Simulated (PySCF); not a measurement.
Species: C7H9S (doublet state).
Numbering: `[CH2:1][c:2]1[cH:3][cH:4][c:5]([CH2:6][CH3:7])[s:8]1` (hydrogens: H9, H10 on C1; H11 on C3; H12 on C4; H13, H14 on C6; H15, H16, H17 on C7)

Structure used (GFN2-xTB), in Å, numbered top down from 1:
```xyz
17
C7H9S angstrom
C      3.3362    0.3381    0.5034
C      2.0634    0.0576    0.1302
C      1.5366   -0.1137   -1.1694
C      0.1812   -0.3931   -1.1837
C     -0.3987   -0.4579    0.0659
C     -1.8332   -0.6773    0.3923
C     -2.5958    0.6518    0.4344
S      0.7636   -0.1522    1.3147
H      4.1048    0.4624   -0.2377
H      3.6108    0.4419    1.5362
H      2.1546   -0.0307   -2.0447
H     -0.3871   -0.5561   -2.0839
H     -2.2791   -1.3257   -0.3664
H     -1.9191   -1.1693    1.3635
H     -3.6434    0.4776    0.6674
H     -2.5298    1.1556   -0.5273
H     -2.1720    1.3030    1.1953
```

The hyperfine couplings belong to this conformer and change with its torsions.

Computed with PySCF, UKS B3LYP, pcH-1 on C H S, non-relativistic, mean-field spin-orbit, GIAO. One conformer (not necessarily the lowest) at the GFN2-xTB geometry, without solvent, vibrations or thermal averaging. The geometry wasn't refined by DFT: couplings that depend on bond lengths, twists or pyramidal angles can differ widely from those at the functional's own minimum. No stability test was run, so a lower SCF solution isn't excluded. ⟨S²⟩ is 0.779 where a pure state has 0.75.

Give the principal g shifts and their parts.

```csv
Δg (ppm),1,2,3
relativistic mass correction,-155,-155,-155
gauge correction,1,38,34
orbital Zeeman/spin–orbit,-24,100,2773
total,-177,-17,2653
```

So g = 2.00214, 2.00230, 2.00497 and g_iso = 2.00314; the tensor is close to axial: the two nearest values differ by 6 % of g3 − g1. Axes: g2 points within 11° of the C5–S8 bond and g3 points within 6° of the C1–H9 bond.

What effective moment and Curie constant follow for a powder?

With the mean of g² = 4.0126 and S(S+1) = 0.75: μ_eff = √(⟨g²⟩S(S+1)) = 1.735 μB and χT = 0.12505·⟨g²⟩·S(S+1) = 0.376 cm³ K/mol (cgs; spin-Hamiltonian part alone).

Average each term over the three axes. Which is largest in size?

The orbital-Zeeman/spin–orbit term 950, the mass correction -155 and the gauge correction 24 ppm, for a total of 819 ppm. The orbital-Zeeman/spin–orbit term is the largest in size. The mass correction is the same along every axis, so the anisotropy comes from the other two: their spans along these axes are 37 (gauge) and 2797 ppm (orbital Zeeman/spin–orbit).

What are the electron Larmor frequencies g μB B/h along the three axes at 1200 mT?

33.6270, 33.6297, 33.6745 GHz for g1, g2 and g3, a range of 47.5 MHz.

In a frozen sample, at which fields do the three g values resonate at 9.5, 34, 94 and 263 GHz (hyperfine left aside), and which band first spreads them over more than twice a line width of 0.3 mT?

| band | GHz | B(g3) mT | B(g2) mT | B(g1) mT | spread mT |
| --- | --- | --- | --- | --- | --- |
| X | 9.5 | 338.54 | 338.99 | 339.01 | 0.48 |
| Q | 34.0 | 1211.60 | 1213.21 | 1213.31 | 1.71 |
| W | 94.0 | 3349.72 | 3354.18 | 3354.45 | 4.73 |
| J | 263.0 | 9372.08 | 9384.57 | 9385.33 | 13.25 |

The spread grows in proportion to the frequency. Q band is the first where it exceeds 0.6 mT.

The Mulliken spin populations are largest on C1 (+0.61), C3 (+0.39), C5 (+0.35) and C2 (-0.20). Three atoms exceed +0.15. The angles at C1 add up to 360.0°, so it is planar.

The HOMO–LUMO gaps are 4.66 eV among the α and 4.57 eV among the β orbitals.
